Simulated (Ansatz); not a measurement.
Frontier orbitals of H$_{4}$NO$_{2}$Y, SMILES `[NH2][Y]([OH])[OH]`.

Total charge 0; spin multiplicity 1. Correlated methods include outer-core shells of Y, which these sets cover unevenly. Y: def2 effective core potential. The structure was optimised at the PBE0-D4/def2-TZVP level. It is one conformer, not always the lowest. Basis def2-TZVPP, Ansatz 0.2.0.

Orbital energies of one run (eV). Highest occupied ones, from the top: -7.71, -9.64, -9.78, -9.86, -10.07, -10.78, -13.47, -13.88, -14.58, -24.10, -27.69, -28.45, -31.32, -31.57. Empty: -0.75, 0.84, 1.01, 1.02, 1.38, 2.05.

(1) Which functional gave them?
A. BHLYP
B. BLYP
C. B3LYP
D. LDA (SPW92)

Answers

(1) A. HOMO energies: BHLYP -7.71, B3LYP -6.26, LDA (SPW92) -5.37, BLYP -5.06 eV.

B3LYP here is the variant with VWN-RPA as its local correlation; programs differ in this.
